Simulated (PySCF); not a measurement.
# Simulated absorption spectrum

C₅H₁₄OP₂.
SMILES with atom numbers: `[CH3:1][C:2]([CH3:3])([CH3:4])[P@:5]([CH3:6])(=[O:7])[PH2:8]` (hydrogens: H9, H10, H11 on C1; H12, H13, H14 on C3; H15, H16, H17 on C4; H18, H19, H20 on C6; H21, H22 on P8)

The calculation used TDDFT CAM-B3LYP/def2-SVPD, vertical, gas phase, core orbitals frozen in the response (PySCF). The structure is a single PBE0-D3(BJ)/def2-SVP conformer in the gas phase; no vibrational or solvent corrections. Torsions of this conformer, `[CH3:1][C:2]([CH3:3])([CH3:4])[P@:5]([CH3:6])(=[O:7])[PH2:8]`: C1–C2–P5–C6 -172°, H–P8–P5–C2 180°, H–P8–P5–C2 87°.

Computed states:

```csv
state,E (eV),f
S1,6.30,0.023
S2,6.40,0.121
S3,6.74,0.197
S4,6.82,0.012
S5,7.23,0.0029
S6,7.31,0.014
S7,7.46,0.011
S8,7.60,0.019
S9,7.66,0.014
S10,7.84,0.0027
```

Broadening: Gaussians 0.3 eV wide at half height, area fixed by f = 4.319×10⁻⁹ ∫ε dν̃. The width is an assumption, not a result. The curve ends short of the highest state used, and states not computed would add to its high-energy end.

**Question.** Give the broadened spectrum and its maxima.

**Answer.** 
λ (nm), ε (L mol⁻¹ cm⁻¹) and a bar:
```
    171.2       1618 ###
    171.9       1386 ##
    172.7       1140 ##
    173.4        975 ##
    174.2        892 #
    174.9        962 ##
    175.6       1219 ##
    176.4       1817 ###
    177.1       2673 ####
    177.9       4090 ######
    178.6       5732 #########
    179.3       7715 ############
    180.1      10277 ################
    180.8      12610 ####################
    181.6      15119 ########################
    182.3      16945 ###########################
    183.0      18242 #############################
    183.8      18934 ##############################
    184.5      18824 ##############################
    185.3      17985 ############################
    186.0      16804 ###########################
    186.7      15423 ########################
    187.5      13872 ######################
    188.2      12741 ####################
    189.0      11867 ###################
    189.7      11515 ##################
    190.4      11516 ##################
    191.2      11831 ###################
    191.9      12240 ###################
    192.7      12677 ####################
    193.4      12896 ####################
    194.1      12872 ####################
    194.9      12490 ####################
    195.6      11843 ###################
    196.4      10795 #################
    197.1       9680 ###############
    197.8       8458 #############
    198.6       7026 ###########
    199.3       5816 #########
    200.1       4550 #######
    200.8       3578 ######
    201.5       2751 ####
    202.3       1981 ###
    203.0       1453 ##
    203.8        993 ##
    204.5        696 #
    205.2        479 #
    206.0        304 
    206.7        200 
    207.5        122 
    208.2         77 
    208.9         48 
    209.7         27 
    210.4         16 
    211.2          9 
    211.9          5
```

Maxima: 194 nm (6.40 eV), ε about 13000, made up of S1 (12%) and S2 (84%); 184 nm (6.74 eV), ε about 19000, made up of S3 (93%) (ε in L mol⁻¹ cm⁻¹; maxima over ε = 5, shares over 10%). At its high-energy end, 7.24 eV, the curve is still rising (ε about 1600, from S5, S6 and S7).

**Question.** On this curve, what absorbance would a 10⁻⁵ mol/L sample give at 193 nm over a 1 cm path?

**Answer.** 193 nm is 6.424 eV, where ε is about 13000 L mol⁻¹ cm⁻¹, so A = ε c l ≈ 0.13 (Beer–Lambert, with the gas-phase spectrum and the assumed width).

**Question.** Coming from long wavelengths, where does ε first pass 100 L mol⁻¹ cm⁻¹?

**Answer.** At about 208 nm (5.97 eV), 0.33 eV below S1.

**Question.** What would ε be at 6.74 eV, the highest of these maxima, with half the width (0.15 eV)?

**Answer.** About 36500 L mol⁻¹ cm⁻¹ against 19000, a factor of about 1.9; a lone state at its own centre would give exactly 2.

All these states lie below the vertical ionisation energy of 8.96 eV (ΔSCF).
